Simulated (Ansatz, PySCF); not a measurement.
Species: C5H5O (charge 0, doublet). It need not be the lowest isomer of its formula. 
Geometry from a B3LYP-D3(BJ)/def2-TZVP (Ansatz, a first-principles code) optimisation:
```xyz
11

C      1.4928     0.1180     0.5513
C      1.1618     0.7620    -0.6093
O     -0.1420     0.5512    -0.9240
C     -0.6848    -0.2580     0.0630
C      0.3307    -0.5372     0.9951
C     -2.0019    -0.6226    -0.0199
H      2.4620     0.1224     1.0212
H      1.7212     1.3789    -1.2902
H      0.2127    -1.1436     1.8768
H     -2.6188    -0.2892    -0.8399
H     -2.4330    -1.2517     0.7429
```
Charge 0, spin multiplicity 2.

Dipole moments at this geometry, in debye (magnitudes).

```csv
level,program,dipole (D)
HF/def2-TZVPD,PySCF,1.24
SVWN5/def2-TZVPD,Ansatz,1.04
revPBE/def2-TZVPD,Ansatz,0.97
PBE0/def2-TZVPD,Ansatz,1.02
r2SCANh/def2-TZVPD,Ansatz,0.97
r2SCAN0/def2-TZVPD,Ansatz,1.01
HSE06/def2-TZVPD,Ansatz,1.02
CAM-B3LYP/def2-TZVPD,Ansatz,1.09
LC-wPBE/def2-TZVPD,Ansatz,1.03
CCSD(T)/aug-cc-pVDZ,Ansatz,1.02
```
